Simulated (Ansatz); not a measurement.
`CB(O)F` + `OCS` → `CB(O)SCO` + H–F  (ligand exchange at a B–F bond)

Gas-phase electronic energies from Ansatz, PBE0-D4/def2-TZVP geometries. CCSD(T)/CBS adds triple-zeta CCSD(T) − MP2 to the extrapolated MP2 energy (def2 sets, frozen cores). This one scheme is used for every species. Each species was taken in one conformer, which may not be the lowest.

`CB(O)F`:

Cartesian coordinates in Å:
```
C 0.951 -0.328 0.169
B -0.470 0.146 -0.257
O -1.389 0.567 0.644
F -0.816 0.143 -1.554
H 1.717 0.278 -0.324
H 1.105 -0.276 1.247
H 1.121 -1.358 -0.160
H -2.219 0.828 0.234
```

`OCS`:

```xyz
7

O     0.717   -0.874   -0.517
C     0.063    0.006    0.362
S    -1.630    0.278   -0.162
H     1.630   -0.964   -0.228
H    -0.026   -0.410    1.373
H     0.579    0.969    0.429
H    -1.334    0.994   -1.258
```

`CB(O)SCO`:

Cartesian coordinates in Å:
```
C 0.149 1.251 0.874
B -0.238 -0.243 1.152
O -0.358 -0.637 2.450
S -0.570 -1.488 -0.135
C -0.262 -0.590 -1.691
O 1.044 -0.694 -2.163
H 0.911 1.377 0.100
H 0.510 1.725 1.788
H -0.729 1.813 0.538
H -0.619 -1.554 2.566
H -0.904 -1.054 -2.439
H -0.578 0.447 -1.547
H 1.643 -0.353 -1.493
```

H–F:

```xyz
2

F     0.143   -0.403    0.170
H    -0.143    0.403   -0.170
```

| species | CCSD/CBS(def2) energy (Eh) |
| --- | --- |
| `CB(O)F` | -240.32871 |
| `OCS` | -513.36454 |
| `CB(O)SCO` | -653.27444 |
| H–F | -100.38944 |

**Question.** Work out ΔE.

**Answer.** ΔE = (-653.27444) + (-100.38944) − (-240.32871) − (-513.36454) = 0.02937 Eh = +18.4 kcal/mol. CCSD(T)/CBS gives +16.7 kcal/mol.

Largest T1 diagnostic among the species: 0.012.

The D4 term adds −3.2 kcal/mol with B3LYP and −1.8 kcal/mol with PBE0; it sums over pairs of atoms, weighted by their polarisabilities, and B3LYP, whose exchange is more repulsive, gets the larger term. From PBE to PBE0 (25 % exact exchange), in def2-TZVPP and without D4, ΔE moves by +0.9 kcal/mol.

B3LYP here is the variant with VWN-RPA as its local correlation; programs differ in this.
